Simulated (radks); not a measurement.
Q: The mean radii <r> (bohr) of the occupied orbitals of an atom or ion are listed with their occupations. Method: Dirac Kohn-Sham, BLYP, spin-unpolarised, spherical densities, point nucleus; computed with a radial shooting solver on a logarithmic mesh with Libxc functionals.

orbital  occ.      <r>
1s1/2       2  0.01714
2s1/2       2  0.07168
2p1/2       2  0.05906
2p3/2       4  0.06749
3s1/2       2   0.1865
3p1/2       2   0.1768
3p3/2       4   0.1923
3d3/2       4   0.1676
3d5/2       6   0.1723
4s1/2       2   0.4149
4p1/2       2   0.4179
4p3/2       4   0.4518
4d3/2       4   0.4618
4d5/2       6   0.4730
5s1/2       2   0.9499
4f5/2       6   0.5123
4f7/2       8   0.5196
5p1/2       2    1.028
5p3/2       4    1.124
5d3/2       4    1.498
5d5/2       3    1.549
6s1/2       1    2.452

Name the element and its charge. Open shells, if any, fill j = l - 1/2 first.

A: Z = 78, platinum, charge +2: Pt2+ in [Xe] 4f14 5d7 6s1. The 1s radius gives Z: for a bare nucleus <r> = (2 gamma + 1)/(2Z) with gamma = sqrt(1 - (Z/c)^2), 0.01695 bohr for Z = 78, and screening makes it slightly larger (0.01714 here). The occupations add up to 76, and the charge is Z minus that.
